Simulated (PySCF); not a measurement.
## SMILES C(=C)(Cl)/C(Cl)=C\B(C)C, C₆H₉BCl₂

Geometry:
```json
{"atom": "C1", "x (Å)": "3.198", "y (Å)": "1.704", "z (Å)": "2.952"}
{"atom": "C2", "x (Å)": "1.886", "y (Å)": "1.805", "z (Å)": "2.723"}
{"atom": "Cl3", "x (Å)": "0.969", "y (Å)": "3.061", "z (Å)": "3.528"}
{"atom": "C4", "x (Å)": "1.049", "y (Å)": "0.977", "z (Å)": "1.850"}
{"atom": "Cl5", "x (Å)": "1.905", "y (Å)": "-0.295", "z (Å)": "1.017"}
{"atom": "C6", "x (Å)": "-0.268", "y (Å)": "1.163", "z (Å)": "1.688"}
{"atom": "B7", "x (Å)": "-1.158", "y (Å)": "2.268", "z (Å)": "2.378"}
{"atom": "C8", "x (Å)": "-1.532", "y (Å)": "3.555", "z (Å)": "1.541"}
{"atom": "C9", "x (Å)": "-2.027", "y (Å)": "1.855", "z (Å)": "3.630"}
{"atom": "H10", "x (Å)": "3.766", "y (Å)": "0.921", "z (Å)": "2.450"}
{"atom": "H11", "x (Å)": "3.709", "y (Å)": "2.387", "z (Å)": "3.630"}
{"atom": "H12", "x (Å)": "-0.777", "y (Å)": "0.471", "z (Å)": "1.004"}
{"atom": "H13", "x (Å)": "-0.731", "y (Å)": "3.908", "z (Å)": "0.876"}
{"atom": "H14", "x (Å)": "-2.381", "y (Å)": "3.266", "z (Å)": "0.891"}
{"atom": "H15", "x (Å)": "-1.887", "y (Å)": "4.389", "z (Å)": "2.165"}
{"atom": "H16", "x (Å)": "-1.546", "y (Å)": "1.120", "z (Å)": "4.291"}
{"atom": "H17", "x (Å)": "-2.940", "y (Å)": "1.372", "z (Å)": "3.229"}
{"atom": "H18", "x (Å)": "-2.367", "y (Å)": "2.716", "z (Å)": "4.225"}
```

The calculation used TDDFT CAM-B3LYP/aug-cc-pVDZ excited states, vertical, gas phase (PySCF 2.14.0). Geometry: PBE0-D3(BJ)/def2-SVP.

Task: How strongly do the lowest singlets absorb one photon, and two photons of half the energy?

Result: δ for parallel linear polarisation; σ at the peak of a Lorentzian of half width 0.1 eV, single beam; Ω is circular over linear.
```csv
state,E (eV),f,photon λ (nm),δ (au),σ (GM),Ω,main
S1,5.22,0.445,475,101,1.01,0.63,HOMO→LUMO 0.96
S2,5.68,0.000,437,3.54,0.04,1.50,"HOMO→LUMO+3 0.57, HOMO→LUMO+4 0.13"
S3,5.80,0.001,427,9.36,0.12,1.50,"HOMO→LUMO+6 0.27, HOMO→LUMO+7 0.19"
S4,6.18,0.046,401,140,1.96,1.27,HOMO−1→LUMO 0.96
S5,6.26,0.000,396,274,3.93,1.50,"HOMO→LUMO+1 0.54, HOMO→LUMO+4 0.17"
S6,6.38,0.004,389,5.72,0.09,1.50,HOMO−2→LUMO 0.92
```

Among these, the strongest one-photon state is S1, the strongest two-photon state S5, with a dipole change of 2.4 D (relaxed, norm of the difference vector).
